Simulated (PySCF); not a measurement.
C₂H₈N₂, triplet, at the geometry of the source list (a higher spin typed on purpose: for a closed-shell molecule this is an excited state); PySCF with BLYP/6-31G**.

Input for PySCF:
```python
from pyscf import gto, scf, dft

mol = gto.Mole()
mol.atom = '''
    N     1.81950000    0.32830000   -0.22850000
    C     0.58870000    0.06660000    0.49630000
    C    -0.52930000   -0.28720000   -0.48430000
    N    -1.74500000   -0.60500000    0.24350000
    H     2.57600000    0.52730000    0.41560000
    H     1.70680000    1.13510000   -0.83450000
    H     0.25620000    0.91600000    1.12030000
    H     0.75780000   -0.78560000    1.15790000
    H    -0.23140000   -1.17120000   -1.05210000
    H    -0.64970000    0.54680000   -1.19940000
    H    -2.48190000   -0.87720000   -0.39670000
    H    -2.06750000    0.20610000    0.76200000
'''
mol.basis = '6-31g**'
mol.spin = 2
mol.verbose = 4
mol.build()

mf = dft.UKS(mol)
mf.xc = 'blyp'
mf.kernel()
```

Output, abridged:

```
PySCF version 2.14.0

[INPUT] verbose = 4
[INPUT] num. atoms = 12
[INPUT] num. electrons = 34
[INPUT] charge = 0
[INPUT] spin (= nelec alpha-beta = 2S) = 2
[INPUT] symmetry False subgroup None
[INPUT] Mole.unit = angstrom
[INPUT] Symbol           X                Y                Z      unit          X                Y                Z       unit  Magmom
[...]
nuclear repulsion = 132.4374960302
number of shells = 48
number of NR pGTOs = 164
number of NR cGTOs = 96
basis = 6-31g**
ecp = {}

******** <class 'pyscf.dft.uks.UKS'> ********
method = UKS
initial guess = minao
damping factor = 0
level_shift factor = 0
DIIS = <class 'pyscf.scf.diis.CDIIS'>
diis_start_cycle = 1
diis_space = 8
diis_damp = 0
SCF conv_tol = 1e-09
SCF conv_tol_grad = None
SCF max_cycles = 50
direct_scf = True
direct_scf_tol = 1e-13
number electrons alpha = 18  beta = 16
XC library pyscf.dft.libxc version 7.1.2
    S. Lehtola, C. Steigemann, M. J. T. Oliveira, and M. A. L. Marques,  SoftwareX 7, 1–5 (2018)
XC functionals = blyp
    A. D. Becke,  Phys. Rev. A 38, 3098 (1988)
    C. Lee, W. Yang, and R. G. Parr,  Phys. Rev. B 37, 785 (1988)
    B. Miehlich, A. Savin, H. Stoll, and H. Preuss,  Chem. Phys. Lett. 157, 200 (1989)
radial grids:
    Treutler-Ahlrichs [JCP 102, 346 (1995); DOI:10.1063/1.469408] (M4) radial grids

becke partition: Becke, JCP 88, 2547 (1988); DOI:10.1063/1.454033
pruning grids: <function nwchem_prune>
grids dens level: 3
symmetrized grids: False
atomic radii adjust function: <function treutler_atomic_radii_adjust>
small_rho_cutoff = 0
Set gradient conv threshold to 3.16228e-05
tot grids = 134504
init E= -190.548907362205

cycle= 1 E= -190.133733002589  delta_E= 0.415  |g|= 0.293  |ddm|= 4.99

cycle= 2 E= -190.071388851082  delta_E= 0.0623  |g|= 0.465  |ddm|= 2.16

cycle= 3 E= -190.133064511887  delta_E= -0.0617  |g|= 0.237  |ddm|= 2.66

cycle= 4 E= -190.03063732306  delta_E= 0.102  |g|= 0.387  |ddm|= 5.78

cycle= 5 E= -190.172630855381  delta_E= -0.142  |g|= 0.116  |ddm|= 4.69

cycle= 6 E= -190.052956730728  delta_E= 0.12  |g|= 0.353  |ddm|= 3.58

cycle= 7 E= -190.09064326881  delta_E= -0.0377  |g|=  0.3  |ddm|= 0.399

cycle= 8 E= -190.099483586805  delta_E= -0.00884  |g|= 0.288  |ddm|= 0.259

cycle= 9 E= -190.110733324354  delta_E= -0.0112  |g|= 0.269  |ddm|= 0.196

cycle= 10 E= -190.1588948866  delta_E= -0.0482  |g|= 0.163  |ddm|= 1.86

cycle= 11 E= -190.174707460955  delta_E= -0.0158  |g|= 0.0942  |ddm|= 0.653

cycle= 12 E= -190.171775546172  delta_E= 0.00293  |g|= 0.112  |ddm|= 2.59

cycle= 13 E= -190.182985441645  delta_E= -0.0112  |g|= 0.00545  |ddm|= 1.52

cycle= 14 E= -190.180010360757  delta_E= 0.00298  |g|= 0.058  |ddm|= 0.815

cycle= 15 E= -190.182886611293  delta_E= -0.00288  |g|= 0.0131  |ddm|= 0.632

cycle= 16 E= -190.181645268878  delta_E= 0.00124  |g|= 0.0398  |ddm|= 0.337

cycle= 17 E= -190.182698367672  delta_E= -0.00105  |g|= 0.0193  |ddm|= 0.245

cycle= 18 E= -190.182657446215  delta_E= 4.09e-05  |g|= 0.0202  |ddm|= 0.0169

cycle= 19 E= -190.183000501429  delta_E= -0.000343  |g|= 0.00467  |ddm|= 0.19

cycle= 20 E= -190.183019927098  delta_E= -1.94e-05  |g|= 0.000119  |ddm|= 0.0515

cycle= 21 E= -190.183019788778  delta_E= 1.38e-07  |g|= 0.0004  |ddm|= 0.00664

cycle= 22 E= -190.18301985801  delta_E= -6.92e-08  |g|= 0.000286  |ddm|= 0.000632

cycle= 23 E= -190.183019935994  delta_E= -7.8e-08  |g|= 1.67e-05  |ddm|= 0.00464

cycle= 24 E= -190.183019934503  delta_E= 1.49e-09  |g|= 4.26e-05  |ddm|= 0.000979

cycle= 25 E= -190.183019936211  delta_E= -1.71e-09  |g|= 7.58e-06  |ddm|= 0.00073

cycle= 26 E= -190.183019936267  delta_E= -5.57e-11  |g|= 1.78e-06  |ddm|= 6.87e-05

Extra cycle  E= -190.183019925945  delta_E= 1.03e-08  |g|= 0.00011  |ddm|= 0.00116
SCF not converged.
SCF energy = -190.183019925945 after 50 cycles  <S^2> = 2.002035  2S+1 = 3.0013564
```

Convergence was not reached.
